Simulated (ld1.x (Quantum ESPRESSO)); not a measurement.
# antimony (Sb), RRKJ: configuration errors across variants

Sb, norm-conserving RRKJ (Kleinman–Bylander form), made with ld1.x (Quantum ESPRESSO) 7.5 (PBEsol, fully relativistic). Core [Kr], reference 4d10 5s2 5p3. Waves: 5p (bound): rc 1.70 bohr; 4d (bound): rc 0.90 bohr; 4f channel at 0.2 Ry: rc 1.75 bohr; 5s (bound): rc 1.55 bohr. Local part: the s channel. Core correction: Bessel-smoothed model core inside 0.55 bohr. rho0 = 0.02.

Open shells are filled in proportion to 2j + 1 (rel_dist='average').

All-electron excitation energies from the reference (eV): (1) 4d10 5s2 5p2 8.361; (2) 4d10 5s2 5p1 24.393; (3) 4d10 5s2 5p0 48.864; (4) 4d9 5s2 5p3 40.657; (5) 4d10 5s2 5p3.3 -1.167; (6) 4d10 5s0 5p5 16.439; (7) 4d10 5s1 5p4 8.115.

7 further variants failed, have other tests or another functional or relativity, and are left out.

A true bound ghost makes a file unfit for plane-wave use even where its test errors are small: the radial tests pick states by their node count and pass the ghost by.

Errors AE − PS in meV (a dash: test not solved or not reliable):

```csv
change,(1),(2),(3),(4),(5),(6),(7),bound ghosts
base,+1.4,+6.6,+14,-240,0.0,-3.5,-0.7,"p3/2, p1/2"
wave 4f channel at 0.2 Ry: rc 1.75 bohr becomes 4f channel at 0.2 Ry: rc 2.00 bohr,+1.4,+6.6,+14,-240,0.0,-3.5,-0.7,"p3/2, p1/2"
wave 4d (bound): rc 0.90 bohr becomes 4d (bound): rc 0.78 bohr,+1.4,+6.7,+14,-244,0.0,-3.5,-0.7,"p3/2, p1/2"
wave 5s (bound): rc 1.55 bohr becomes 5s (bound): rc 1.92 bohr,+1.4,+5.4,+5.5,-313,+0.1,-5.1,-1.3,"p1/2, p3/2"
```

Give the same row for: core correction Bessel-smoothed model core inside 0.44 bohr.

+1.4, +6.7, +14, -240, 0.0, -3.4, -0.7; bound ghosts: p3/2, p1/2.
